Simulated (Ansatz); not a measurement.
# What each rung costs, and what it gives

The pair of OH⁻ (SMILES [OH-], atoms 1–2) and RuO4 (SMILES O=[Ru](=O)(=O)=O, atoms 3–7), both closed shells, in one local arrangement (a lower one may exist), relaxed at PBE0-D4/def2-TZVPD:

```xyz
7
angstrom
O -0.6647 0.8148 -1.2048
H 0.0508 0.7345 -1.8427
O -0.7174 -1.6415 0.0010
Ru 0.0465 -0.2100 0.4443
O 1.4949 0.0174 -0.4419
O -1.0511 0.8836 1.1332
O 0.8409 -0.5989 1.9110
```

Interaction energies are counterpoise-corrected; the time is that of the whole pair.

Computed with Ansatz 0.2.0 (basis: as named in each row); correlated methods freeze the cores. Core potentials replace the inner electrons of the atoms past krypton. B3LYP uses VWN-RPA correlation. Extrapolation: Hartree–Fock as exp(−7.88 √X), correlation as X^−2.97.

Times are rough, for one single point on 2 threads of a shared host (AMD EPYC 7R13), with one NVIDIA H100 (or a share of it) where marked.

The estimate by CCSD(T) at an estimated basis limit (MP2 extrapolated from triple and quadruple zeta, plus CCSD(T) − MP2 in triple zeta) is -292.7 kJ/mol.

```tsv
method	basis	time (s)	interaction energy (kJ/mol)	method less estimate
SPW92	def2-SVP	1	-390.7	-98.0
PBE-D4	def2-SVP	2	-332.3	-39.6
PBE0-D4	def2-SVP	2	-366.1	-73.4
revPBE-D4	def2-TZVPPD	6	-287.8	4.9
wB97M-V	def2-SVP	8	-356.8	-64.1
PBE-D4	def2-TZVPPD	8	-298.0	-5.3
BLYP-D4	def2-TZVPPD	8	-281.8	10.9
PBE0-D4	def2-TZVPPD	8	-323.6	-30.9
HSE06-D4	def2-TZVPPD	8	-323.3	-30.6
B3LYP-D4	def2-TZVPPD	9	-306.7	-14.0
r2SCAN-D4	def2-TZVPPD	10	-326.4	-33.7
MP2	def2-QZVPPD	15 (H100)	-234.7	58.0
B97M-V	def2-TZVPPD	16	-318.6	-25.9
wB97X-V	def2-TZVPPD	17	-314.9	-22.2
wB97M-V	def2-TZVPPD	20	-313.5	-20.8
B2PLYP	def2-TZVPPD	35	-261.9	30.8
CCSD(T)	def2-TZVPPD	43 (H100)	-272.8	19.9
CCSD(T)	def2-SVP	85	-277.2	15.5
```

T1 diagnostic: at most 0.038. The T1 diagnostic is large here, which may signal multireference character or strong orbital relaxation, so CCSD(T) is less sure. The restricted Hartree–Fock reference is unstable towards an unrestricted one at one or more of these structures.
